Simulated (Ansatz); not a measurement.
Gas-phase electronic energies from Ansatz, PBE0-D4/def2-TZVP geometries. CCSD(T)/CBS is the MP2 limit (def2-TZVPP, def2-QZVPP) plus CCSD(T) − MP2 in def2-TZVPP, frozen cores. Functionals use def2-TZVPP. B3LYP here is the variant with VWN-RPA as its local correlation; programs differ in this. HSE06 is defined as in plane-wave codes. def2 core potentials past Kr. For Te outer-core shells are correlated without core-valence functions, which leaves a few kJ/mol of doubt a bond. One conformer a species, not always the lowest.

Reaction (formal exchange of groups at a C–Te bond): `NC#C[TeH]` + `[SiH3][SiH3]` → `NC#C[SiH2][SiH3]` + H₂Te

(1) Is it downhill or uphill in electronic energy at CCSD(T)/CBS, and by how much? (An estimate is asked.)

(2) What do these levels give: LDA (SPW92), B97M-V, PBE0-D4, B3LYP-D4, HSE06-D4, CAM-B3LYP-D4, ωB97X-V, revPBE, RPA@PBE/def2-TZVPP, CCSD(T)/def2-SVP, SCS-MP2/def2-TZVPP, HF/CBS(def2)? (Best estimate.)

(3) What do rigid-rotor, harmonic-oscillator terms from PBE0-D4/def2-TZVP frequencies (298.15 K, 1 bar) make of the CCSD(T)/CBS value? (Best estimate.)

Largest T1 diagnostic among the species: 0.013.

Answers

(1) The calculation gave: Downhill: ΔE = -14.4 kcal/mol.

(2) The calculation gave: LDA (SPW92) -14.3, B97M-V -15.4, PBE0-D4 -14.5, B3LYP-D4 -14.7, HSE06-D4 -14.5, CAM-B3LYP-D4 -15.1, ωB97X-V -14.4, revPBE -13.4, RPA@PBE/def2-TZVPP -13.7, CCSD(T)/def2-SVP -16.1, SCS-MP2/def2-TZVPP -14.1, HF/CBS(def2) -15.7 kcal/mol.

(3) Ansatz gave: ΔZPE = -0.8 kcal/mol, ΔH = -14.8 kcal/mol, ΔS = 14 J/(mol·K), ΔG = -15.8 kcal/mol.

In def2-TZVPP, CCSD(T) changes the Hartree–Fock value by +1.4 kcal/mol (the triples alone add +0.3 kcal/mol) and MP2 by +1.6 kcal/mol. From PBE to PBE0 (25 % exact exchange), in def2-TZVPP and without D4, ΔE moves by −0.7 kcal/mol. Leaving LDA and LC-ωPBE aside and taking each functional with its dispersion term where it has one, the values, not all of them listed here, spread over 1.9 kcal/mol, from r2SCAN0-D4 to revPBE-D4.
